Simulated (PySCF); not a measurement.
# Adding and removing an electron: TeC

RHF-CCSD(T); PySCF, scalar-relativistic core potentials, basis sets Te aug-cc-pVDZ-PP with ECP28, C aug-cc-pVDZ. Neutral (RHF): singlet (closed shell), Re = 1.928 Å, ωe = 824 cm⁻¹, De = 4.53 eV.

TeC⁻ (ROHF): doublet (π ↑), Re = 2.037 Å, ωe = 647 cm⁻¹. The energies at the minima are -305.02825 hartree for TeC and -305.05251 for TeC⁻.

Work out the adiabatic electron affinity, without and with harmonic zero-point energies (1 hartree = 27.2114 eV, 1 eV = 8065.5 cm⁻¹), and the change of the bond length.

At CCSD(T): 0.02426 hartree = 0.660 eV between the minima; the zero-point term (824.0 − 647.0)/2 cm⁻¹ = +0.011 eV makes it 0.671 eV. Re changes by +10.9 pm against the neutral. The electron enters a π orbital, and the longer bond of the ion fits an antibonding orbital, or a change in how ionic the bond is.

Correlated steps freeze 5 core orbitals. Correlated levels converge slowly with the basis: in double zeta they bind strong bonds too weakly, by up to about 1 eV, and carry superposition errors of some tenths. Spin–orbit coupling is left out, which matters for elements this heavy, above all for dissociation energies. Where the molecule has an RHF reference, its open-shell atoms are computed with UHF. The CCSD T1 diagnostic is raised in TeC, TeC⁻, a sign that a single reference may not be enough there. States were picked by a PBE0 search and need not be the measured ground states.
